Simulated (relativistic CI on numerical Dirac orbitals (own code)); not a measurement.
# Tl LVIII: sensitivity of the levels to the model

Base calculation: Dirac-Coulomb-Breit CI, orbitals from a KLI potential per configuration, QED by a radiative potential, unscaled Slater integrals.

CI space (outside the closed core [Ne]): 3s²3p⁶3d⁶, 3s²3p⁵3d⁷, 3s²3p⁴3d⁸, 3s3p⁶3d⁷, 3p⁶3d⁸, 3s3p⁵3d⁸, 3s²3p⁶3d⁵4s, 3s²3p⁶3d⁵4p, 3s²3p⁴3d⁷4s, 3s²3p⁶3d⁵4d, 3s²3p⁵3d⁶4s, 3s²3p⁶3d⁵4f, 3s²3p⁶3d⁴4s², 3s3p⁶3d⁶4s, 3p⁶3d⁷4s, 3p⁶3d⁷4p. Levels of other configurations are missing.

The lowest level and the first level of each name with at least 55 % of one term (blank where a level has no safe partner in the second run):

```csv
Level,Base (eV),Shift (eV)
3s²3p⁶3d⁶ ³F4,0.000,0.000
3s²3p⁶3d⁶ ³P0,30.566,+0.179
3s²3p⁶3d⁶ ⁵D3,100.243,-0.059
3s²3p⁶3d⁶ ³H6,110.028,-0.167
3s²3p⁶3d⁶ ³G5,110.191,-0.106
3s²3p⁶3d⁶ ³P1,137.300,+0.241
3s²3p⁶3d⁶ ³F3,138.688,+0.182
3s²3p⁶3d⁶ ⁵D2,206.238,+0.046
3s²3p⁶3d⁶ ⁵D0,209.341,-0.145
3s²3p⁶3d⁶ ³H5,217.624,-0.137
3s²3p⁶3d⁶ ¹I6,221.115,-0.203
3s²3p⁶3d⁶ ¹D2,270.543,+0.240
3s²3p⁶3d⁶ ¹S0,291.199,+0.278
3s²3p⁵3d⁷ ⁵G°6,465.402,-0.167
3s²3p⁵3d⁷ ³P°0,477.949,+1.203
3s²3p⁵3d⁷ ³F°4,495.104,+0.417
3s²3p⁵3d⁷ ⁵G°5,573.520,+0.037
3s²3p⁵3d⁷ ³I°7,596.178,-0.168
```

At this charge energies of transitions that change n are usually good to better than 1 %, and those within a shell (Δn = 0) to a few per cent.

(1) One thing was changed in a second run, which moved the levels as shown. Which?
A. one mean potential for all configurations
B. Breit term removed
C. P86 correlation estimate
D. QED terms removed
E. only the first 3 configurations

## Answers

(1) E. Only the first 3 configurations. With fewer configurations the levels that remain lose their mixing partners.

LS names give the leading component of a level, which can be under half, so a name can repeat, a term be missing and a line seem to break the LS rules.
